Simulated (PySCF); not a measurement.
These are PySCF 2.14.0 with B3LYP-D3(BJ)/def2-TZVP // TPSS-D3(BJ)/def2-SVP values and carry that method's errors. All species are isolated molecules in the gas phase. One relaxed conformer stands for a flexible species; it need not be the lowest. B3LYP has the VWN-RPA correlation part, as in Gaussian. 

Reference species: [Zn(CH3)2] (neutral, multiplicity 1).

```yaml
charge on the central atom (Mulliken): 0.39 e
mean_distance_from_the_central_atom_to_its_bonded_neighbours: 1.952 Å
HOMO: -6.94 eV
```

Changed species: [Zn(SH)2] (2 of 2 CH3 replaced by SH; the reference has 0 of 2 CH3 replaced by SH).

Question: What does the change do to the charge on the central atom (Mulliken), mean distance from the central atom to its bonded neighbours and HOMO?

Answer: the charge on the central atom (Mulliken) drops by 0.02 e, to 0.37 e; the mean distance from the central atom to its bonded neighbours rises by 0.229 Å, to 2.181 Å; the HOMO drops by 0.30 eV, to -7.24 eV.
